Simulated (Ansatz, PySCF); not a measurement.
GaH4O2P, SMILES [PH2][Ga]([OH])[OH].

Geometry optimised at ωB97X-D3(BJ)/def2-SVP. The structure was generated by enumeration; whether it is a known compound was not checked. Other conformers were not sampled.

Vertical ionisation energy (IE) and electron affinity (EA) in eV. Rows of orbital energies are one-electron estimates. Where ΔSCF, EOM or ADC give a negative EA the extra electron is unbound and the value depends on the basis.

```csv
level,IE,EA
"−ε(HOMO), −ε(LUMO), r2SCAN/def2-TZVP (PySCF)",6.94,1.17
"−ε(HOMO), −ε(LUMO), PBE/def2-TZVP (PySCF)",___,___
"ΔSCF, PBE0/def2-SVPD (Ansatz), final states of multiplicity 2 and 2",10.04,-0.30
"ΔSCF, PBE/def2-SVPD (Ansatz), final states of multiplicity 2 and 2",9.78,-0.15
```

Problem. Some entries are withheld; supply them. (The exact figures need the calculation; the answer reports its results.)

Solution. 
- −ε(HOMO), −ε(LUMO), PBE/def2-TZVP (PySCF), IE: 6.70
- −ε(HOMO), −ε(LUMO), PBE/def2-TZVP (PySCF), EA: 1.50

Problem. What vertical singlet–triplet gap does ΔSCF give with PBE0/def2-SVPD (Ansatz, a quantum-chemistry and plane-wave program) and with PBE/def2-SVPD (Ansatz)? (The exact figures need the calculation; the answer reports its results.)

Solution. 5.25 and 5.03 eV (triplet above singlet where positive).
